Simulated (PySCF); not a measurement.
Species: CFN2O2S (charge -1).
Z-matrix (Å and degrees, PBE0-D3(BJ)/def2-SVP geometry), rows numbered from 1:
```
N 
C   1  1.1711
N   2  1.3145  1  174.27
S   3  1.5751  2  120.15  1  -179.66
O   4  1.4541  3  116.27  2    32.27
O   4  1.4481  3  109.89  2   171.73
F   4  1.6464  3  102.75  2   -78.92
```

Level: PBE0/pcSseg-1 in PySCF, non-relativistic, on one gas-phase PBE0-D3(BJ)/def2-SVP geometry that isn't relaxed in the solvent. The solvent is an IEF-PCM continuum (Bondi radii, 1.10 Å for H, scaled by 1.2). The model holds no explicit solvent molecules, cavitation or dispersion.

Gas phase at PBE0/pcSseg-1: HOMO -3.01 eV, LUMO 5.07 eV.

What does the continuum do to the energy and the frontier levels at PBE0/pcSseg-1 in chloroform and methanol?

```json
{"solvent": "chloroform", "ε": "4.711", "E(solvent) − E(gas) (kcal/mol)": "-41.43", "polarisation term (kcal/mol)": "-41.51", "distortion of the solute (kcal/mol)": "0.08", "HOMO (eV)": "-6.58", "LUMO (eV)": "1.56"}
{"solvent": "methanol", "ε": "32.61", "E(solvent) − E(gas) (kcal/mol)": "-51.18", "polarisation term (kcal/mol)": "-51.34", "distortion of the solute (kcal/mol)": "0.16", "HOMO (eV)": "-7.39", "LUMO (eV)": "0.77"}
```

The polarisation term is half the interaction of the solute with the surface charges that it induces; the rest is the cost of distorting the solute's density. The sum is the electrostatic part of solvation alone. From chloroform to methanol the lowering changes by a factor 1.24, Born's factor 1 − 1/ε by 1.23 and ε itself by 6.9.

Which radius a makes Born's formula ΔE = −(q²/2a)(1 − 1/ε) give the value in methanol?

a = q²(1 − 1/ε)/(2|ΔE|) = 3.14 Å, with q = -1 e and |ΔE| = 0.0816 Eh; the farthest nucleus lies 2.71 Å from the centroid of the nuclei. The formula assumes a point charge at the centre of a sphere.

Which Hirshfeld charges (PBE0/pcSseg-1) respond most in chloroform (means over atoms taken as equivalent)?

```
atoms                 environment  gas (e)  solvent (e)  change
   N1        nitrogen bonded to C   -0.372       -0.384  -0.012
   F7       sulfur-bound fluorine   -0.194       -0.187  +0.007
   C2        carbon bonded to 2 N   +0.048       +0.054  +0.006
   S4             sulfonyl sulfur   +0.522       +0.525  +0.003
O5/O6             sulfonyl oxygen   -0.360       -0.361  -0.001
   N3  nitrogen bonded to C and S   -0.285       -0.286  -0.001
```

How do the nuclear quadrupole coupling constants eQVzz/h respond in chloroform?

| nucleus | Q (barn) | gas (MHz) | solvent (MHz) | η gas | η solvent |
| --- | --- | --- | --- | --- | --- |
| 14N at N1 | 0.02044 | -2.72 | -2.64 | 0.52 | 0.54 |
| 14N at N3 | 0.02044 | 4.66 | 4.65 | 0.47 | 0.48 |
| 33S at S4 | -0.06781 | -17.62 | -17.40 | 0.31 | 0.33 |
| 17O at O5 | -0.0256 | -8.89 | -8.90 | 0.18 | 0.17 |
| 17O at O6 | -0.0256 | -9.14 | -9.15 | 0.22 | 0.21 |
